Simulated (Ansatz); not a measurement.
Input file for Ansatz (an electronic-structure program): R-B3LYP-D3(BJ)/def2-TZVP on CH4N2 (a complex).

Ansatz 0.2 input:
```yaml
crystal:
  periodic: [false, false, false]
  atoms:
    - {symbol: C, position_ang: [0.01264105, -0.00014668, -0.09049996]}
    - {symbol: H, position_ang: [0.93001770, 0.52791300, 0.13517624]}
    - {symbol: H, position_ang: [-0.16776037, -0.74998482, 0.66917932]}
    - {symbol: H, position_ang: [-0.81189504, 0.70105282, -0.10959762]}
    - {symbol: H, position_ang: [0.10116438, -0.47970538, -1.05652206]}
    - {symbol: N, position_ang: [0.16902589, -0.44827156, 3.28168338]}
    - {symbol: N, position_ang: [-0.23316279, 0.44905884, 3.77059985]}
basis:
  gaussian:
    orbitals: def2-TZVP
hamiltonian:
  xc: b3lyp
  dispersion: d3bj
relax: {f_tol: 0.004, max_steps: 120}
scf: {lower_state_search: off}
```

Program output:

```
WARN ansatz: RAYON_NUM_THREADS=2 ignored (pool sized by the plan → 2); use --threads N
Functional definition: B3LYP
these checks for a lower state are left out or cut short: stability, starts, cluster_reference, orbital_swaps, neighbouring_geometries, increment
integrals: 0.03 GiB planned
666 factors; their error is unknown
mean field: 0.28 GiB planned
mean field evaluation 1: about -4077.9178 eV, gradient 5.6e1 eV
mean field evaluation 2: about -4076.4715 eV, gradient 5.7e1 eV
mean field evaluation 4: about -4084.6846 eV, gradient 1.5e0 eV
mean field evaluation 8: about -4084.6874 eV, gradient 6.8e-3 eV
mean field evaluation 16: about -4084.6898 eV, gradient 1.5e-5 eV
mean field -4084.68982260 eV, -150.1095822783 hartree, gradient 5.2e-6 eV, S^2 0.000000; 0 other end points of the search recorded, 0 dependent functions left out
the calculation of the forces begins
reference -4084.69007017 eV, -150.1095913763 hartree; 12, 12 occupied and 105, 105 virtual orbitals, 666 factors
relax step   1: F+E_penalty+E_count = -4084.79736062 eV  Δ(F+E_penalty+E_count) = +0.000e0 eV  max|allowed force component| = 9.026e-1 eV/Å  Δτ_max = 0.0000 Å  (15 SCF iters, accepted)
these checks for a lower state are left out or cut short: stability, starts, cluster_reference, orbital_swaps, neighbouring_geometries, increment
integrals: 0.02 GiB planned
666 factors; their error is unknown
mean field: 0.28 GiB planned
mean field -4084.68649808 eV, -150.1094601046 hartree, gradient 2.4e-6 eV, S^2 0.000000; 0 other end points of the search recorded, 0 dependent functions left out
the calculation of the forces begins
reference -4084.68675054 eV, -150.1094693822 hartree; 12, 12 occupied and 105, 105 virtual orbitals, 666 factors
relax step   2: F+E_penalty+E_count = -4084.78850958 eV  Δ(F+E_penalty+E_count) = +8.851e-3 eV  max|allowed force component| = 2.314e0 eV/Å  Δτ_max = 0.1943 Å  (23 SCF iters, rejected (line search))
these checks for a lower state are left out or cut short: stability, starts, cluster_reference, orbital_swaps, neighbouring_geometries, increment
integrals: 0.03 GiB planned
666 factors; their error is unknown
mean field: 0.28 GiB planned
mean field evaluation 32: about -4084.7000 eV, gradient 9.4e-7 eV
mean field -4084.69998875 eV, -150.1099558774 hartree, gradient 1.3e-6 eV, S^2 0.000000; 0 other end points of the search recorded, 0 dependent functions left out
the calculation of the forces begins
reference -4084.70023892 eV, -150.1099650709 hartree; 12, 12 occupied and 105, 105 virtual orbitals, 666 factors
relax step   3: F+E_penalty+E_count = -4084.80506983 eV  Δ(F+E_penalty+E_count) = -7.709e-3 eV  max|allowed force component| = 1.067e0 eV/Å  Δτ_max = 0.0944 Å  (19 SCF iters, accepted)
these checks for a lower state are left out or cut short: stability, starts, cluster_reference, orbital_swaps, neighbouring_geometries, increment
integrals: 0.02 GiB planned
666 factors; their error is unknown
mean field: 0.28 GiB planned
mean field -4084.70576015 eV, -150.1101679724 hartree, gradient 2.6e-6 eV, S^2 0.000000; 0 other end points of the search recorded, 0 dependent functions left out
the calculation of the forces begins
reference -4084.70601130 eV, -150.1101772020 hartree; 12, 12 occupied and 105, 105 virtual orbitals, 666 factors
relax step   4: F+E_penalty+E_count = -4084.80923796 eV  Δ(F+E_penalty+E_count) = -4.168e-3 eV  max|allowed force component| = 7.649e-1 eV/Å  Δτ_max = 0.0388 Å  (19 SCF iters, accepted)
these checks for a lower state are left out or cut short: stability, starts, cluster_reference, orbital_swaps, neighbouring_geometries, increment
integrals: 0.02 GiB planned
666 factors; their error is unknown
mean field: 0.28 GiB planned
mean field -4084.71388257 eV, -150.1104664661 hartree, gradient 8.4e-7 eV, S^2 0.000000; 0 other end points of the search recorded, 0 dependent functions left out
the calculation of the forces begins
reference -4084.71413615 eV, -150.1104757848 hartree; 12, 12 occupied and 105, 105 virtual orbitals, 666 factors
relax step   5: F+E_penalty+E_count = -4084.81390262 eV  Δ(F+E_penalty+E_count) = -4.665e-3 eV  max|allowed force component| = 3.150e-2 eV/Å  Δτ_max = 0.1124 Å  (19 SCF iters, accepted)
these checks for a lower state are left out or cut short: stability, starts, cluster_reference, orbital_swaps, neighbouring_geometries, increment
integrals: 0.02 GiB planned
666 factors; their error is unknown
mean field: 0.28 GiB planned
mean field -4084.71443877 
[...]
12, 12 occupied and 105, 105 virtual orbitals, 666 factors
relax step  15: F+E_penalty+E_count = -4084.81673557 eV  Δ(F+E_penalty+E_count) = +4.311e-4 eV  max|allowed force component| = 5.140e-1 eV/Å  Δτ_max = 0.0715 Å  (19 SCF iters, rejected (line search))
these checks for a lower state are left out or cut short: stability, starts, cluster_reference, orbital_swaps, neighbouring_geometries, increment
integrals: 0.03 GiB planned
666 factors; their error is unknown
mean field: 0.29 GiB planned
mean field -4084.71085071 eV, -150.1103550470 hartree, gradient 1.4e-6 eV, S^2 0.000000; 0 other end points of the search recorded, 0 dependent functions left out
the calculation of the forces begins
reference -4084.71110066 eV, -150.1103642328 hartree; 12, 12 occupied and 105, 105 virtual orbitals, 666 factors
relax step  16: F+E_penalty+E_count = -4084.81738119 eV  Δ(F+E_penalty+E_count) = -2.145e-4 eV  max|allowed force component| = 2.172e-2 eV/Å  Δτ_max = 0.0229 Å  (20 SCF iters, accepted)
these checks for a lower state are left out or cut short: stability, starts, cluster_reference, orbital_swaps, neighbouring_geometries, increment
integrals: 0.03 GiB planned
666 factors; their error is unknown
mean field: 0.29 GiB planned
mean field evaluation 128: about -4084.7105 eV, gradient 3.5e-1 eV
mean field -4084.71068798 eV, -150.1103490669 hartree, gradient 2.3e-6 eV, S^2 0.000000; 0 other end points of the search recorded, 0 dependent functions left out
the calculation of the forces begins
reference -4084.71093738 eV, -150.1103582322 hartree; 12, 12 occupied and 105, 105 virtual orbitals, 666 factors
relax step  17: F+E_penalty+E_count = -4084.81765692 eV  Δ(F+E_penalty+E_count) = -2.757e-4 eV  max|allowed force component| = 6.763e-2 eV/Å  Δτ_max = 0.0367 Å  (19 SCF iters, accepted)
these checks for a lower state are left out or cut short: stability, starts, cluster_reference, orbital_swaps, neighbouring_geometries, increment
integrals: 0.03 GiB planned
666 factors; their error is unknown
mean field: 0.29 GiB planned
mean field -4084.70970749 eV, -150.1103130346 hartree, gradient 2.0e-6 eV, S^2 0.000000; 0 other end points of the search recorded, 0 dependent functions left out
the calculation of the forces begins
reference -4084.70995606 eV, -150.1103221694 hartree; 12, 12 occupied and 105, 105 virtual orbitals, 666 factors
relax step  18: F+E_penalty+E_count = -4084.81748841 eV  Δ(F+E_penalty+E_count) = +1.685e-4 eV  max|allowed force component| = 3.228e-1 eV/Å  Δτ_max = 0.0494 Å  (19 SCF iters, rejected (line search))
these checks for a lower state are left out or cut short: stability, starts, cluster_reference, orbital_swaps, neighbouring_geometries, increment
integrals: 0.03 GiB planned
666 factors; their error is unknown
mean field: 0.29 GiB planned
mean field -4084.71080188 eV, -150.1103532526 hartree, gradient 1.6e-6 eV, S^2 0.000000; 0 other end points of the search recorded, 0 dependent functions left out
the calculation of the forces begins
reference -4084.71105097 eV, -150.1103624064 hartree; 12, 12 occupied and 105, 105 virtual orbitals, 666 factors
relax step  19: F+E_penalty+E_count = -4084.81781939 eV  Δ(F+E_penalty+E_count) = -1.625e-4 eV  max|allowed force component| = 1.126e-1 eV/Å  Δτ_max = 0.0241 Å  (20 SCF iters, accepted)
these checks for a lower state are left out or cut short: stability, starts, cluster_reference, orbital_swaps, neighbouring_geometries, increment
integrals: 0.03 GiB planned
666 factors; their error is unknown
mean field: 0.29 GiB planned
mean field -4084.71086594 eV, -150.1103556069 hartree, gradient 2.6e-6 eV, S^2 0.000000; 0 other end points of the search recorded, 0 dependent functions left out
the calculation of the forces begins
reference -4084.71111483 eV, -150.1103647534 hartree; 12, 12 occupied and 105, 105 virtual orbitals, 666 factors
relax step  20: F+E_penalty+E_count = -4084.81791712 eV  Δ(F+E_penalty+E_count) = -9.773e-5 eV  max|allowed force component| = 8.695e-2 eV/Å  Δτ_max = 0.0173 Å  (18 SCF iters, accepted)
these checks for a lower state are left out or cut short: stability, starts, cluster_reference, orbital_swaps, neighbouring_geometries, increment
integrals: 0.03 GiB planned
666 factors; their error is unknown
mean field: 0.29 GiB planned
mean field evaluation 160: about -4084.7108 eV, gradient 1.5e-6 eV
mean field -4084.71079440 eV, -150.1103529776 hartree, gradient 1.5e-6 eV, S^2 0.000000; 0 other end points of the search recorded, 0 dependent functions left out
the calculation of the forces begins
reference -4084.71104299 eV, -150.1103621132 hartree; 12, 12 occupied and 105, 105 virtual orbitals, 666 factors
relax step  21: F+E_penalty+E_count = -4084.81799808 eV  Δ(F+E_penalty+E_count) = -8.096e-5 eV  max|allowed force component| = 4.394e-2 eV/Å  Δτ_max = 0.0228 Å  (20 SCF iters, accepted)
these checks for a lower state are left out or cut short: stability, starts, cluster_reference, orbital_swaps, neighbouring_geometries, increment
integrals: 0.03 GiB planned
666 factors; their error is unknown
mean field: 0.29 GiB planned
mean field -4084.71070543 eV, -150.1103497082 hartree, gradient 1.5e-6 eV, S^2 0.000000; 0 other end points of the search recorded, 0 dependent functions left out
the calculation of the forces begins
reference -4084.71095383 eV, -150.1103588368 hartree; 12, 12 occupied and 105, 105 virtual orbitals, 666 factors
relax step  22: F+E_penalty+E_count = -4084.81802602 eV  Δ(F+E_penalty+E_count) = -2.794e-5 eV  max|allowed force component| = 8.190e-3 eV/Å  Δτ_max = 0.0193 Å  (20 SCF iters, accepted)
these checks for a lower state are left out or cut short: stability, starts, cluster_reference, orbital_swaps, neighbouring_geometries, increment
integrals: 0.03 GiB planned
666 factors; their error is unknown
mean field: 0.29 GiB planned
mean field -4084.71071727 eV, -150.1103501433 hartree, gradient 1.5e-6 eV, S^2 0.000000; 0 other end points of the search recorded, 0 dependent functions left out
the calculation of the forces begins
reference -4084.71096562 eV, -150.1103592698 hartree; 12, 12 occupied and 105, 105 virtual orbitals, 666 factors
relax step  23: F+E_penalty+E_count = -4084.81802754 eV  Δ(F+E_penalty+E_count) = -1.516e-6 eV  max|allowed force component| = 8.483e-3 eV/Å  Δτ_max = 0.0038 Å  (21 SCF iters, accepted)
these checks for a lower state are left out or cut short: stability, starts, cluster_reference, orbital_swaps, neighbouring_geometries, increment
integrals: 0.03 GiB planned
666 factors; their error is unknown
mean field: 0.29 GiB planned
mean field -4084.71070753 eV, -150.1103497853 hartree, gradient 1.5e-6 eV, S^2 0.000000; 0 other end points of the search recorded, 0 dependent functions left out
the calculation of the forces begins
reference -4084.71095587 eV, -150.1103589115 hartree; 12, 12 occupied and 105, 105 virtual orbitals, 666 factors
relax step  24: F+E_penalty+E_count = -4084.81803021 eV  Δ(F+E_penalty+E_count) = -2.675e-6 eV  max|allowed force component| = 1.532e-3 eV/Å  Δτ_max = 0.0019 Å  (21 SCF iters, accepted)
Total energy: -4084.81827855 eV, -150.1143029474 hartree
Atom 0 at     0.024680    -0.049132    -0.080808 Å, force     0.000604     0.000088     0.000348 eV/Å
Atom 1 at     0.964216     0.395178     0.244921 Å, force    -0.000025     0.000097    -0.000111 eV/Å
Atom 2 at    -0.078779    -1.040606     0.357897 Å, force    -0.000079    -0.000319     0.000126 eV/Å
Atom 3 at    -0.804343     0.579148     0.241956 Å, force    -0.000420     0.000292     0.000204 eV/Å
Atom 4 at     0.018404    -0.129482    -1.166849 Å, force    -0.000041    -0.000116    -0.000590 eV/Å
Atom 5 at     0.070107    -0.406423     3.519233 Å, force     0.000277    -0.001532     0.000103 eV/Å
Atom 6 at    -0.194253     0.651235     3.483669 Å, force    -0.000316     0.001491    -0.000081 eV/Å
Dipole moment:    -0.000234    -0.000694    -0.003225 e Å
Checks for a lower state left out: stability, starts, cluster_reference, orbital_swaps, neighbouring_geometries, increment
```

The run converged.

Cost: very roughly 40 core-seconds.
